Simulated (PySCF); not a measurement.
A geometry optimisation on `[CH3][Bi]([CH3])[CH3]` (BiMe3).

Method: PBE0-D3(BJ)/def2-SVP geometry optimisation, gas phase, def2 core potentials past Kr (PySCF 2.14.0). Start geometry: GFN2-xTB. A driver script takes a list of jobs; this job's settings line and coordinates (Å) are shown.

Input:
```
{"job": {"xc": "PBE0", "basis": "def2-SVP", "d3": "d3bj", "grid": 1, "maxiter": 30, "shake": 0.03, "kind": "geom"}, "charge": 0, "multiplicity": 1}
Bi     0.072820    -0.069250     1.325630
C      1.865050    -0.015410     0.024110
H      2.467680     0.815060     0.277090
H      1.698870     0.105640    -1.017290
H      2.409640    -0.952800     0.130090
C     -0.951550     1.644650     0.039750
H     -0.772120     1.380150    -0.995400
H     -0.430400     2.602550     0.238340
H     -2.004700     1.710510     0.316970
C     -0.949160    -1.634600     0.092630
H     -2.040600    -1.626230     0.225800
H     -0.536440    -2.592880     0.371610
H     -0.798460    -1.419490    -1.007140
```

Output:
```
step   0  E = -334.10546020  max force = 0.028434
step   1  E = -334.11393724  max force = 0.008299
step   2  E = -334.11481283  max force = 0.004183
step   3  E = -334.11498530  max force = 0.001604
step   4  E = -334.11500639  max force = 0.000516
step   5  E = -334.11500984  max force = 0.000299
optimisation converged
```

Energies in Eh; «max force» is the largest Cartesian gradient component in Eh/bohr.

Give the first gradient maximum in eV/Å.

With 1 Eh/bohr = 51.422 eV/Å, 1.462 eV/Å.

Main results: final energy -334.11501 Eh after 5 steps; dipole 0.21 D.

Estimate the wall time. Hardware: Arm Neoverse V2, one thread, shared host with 48 logical CPUs at a one-minute load of 9.1. And the peak memory of the process?

About 30 s, with 0.47 GiB resident at the peak, the Python interpreter and its libraries included.
Labels such as C1 count atoms from 1, the log's own numbers from 0.
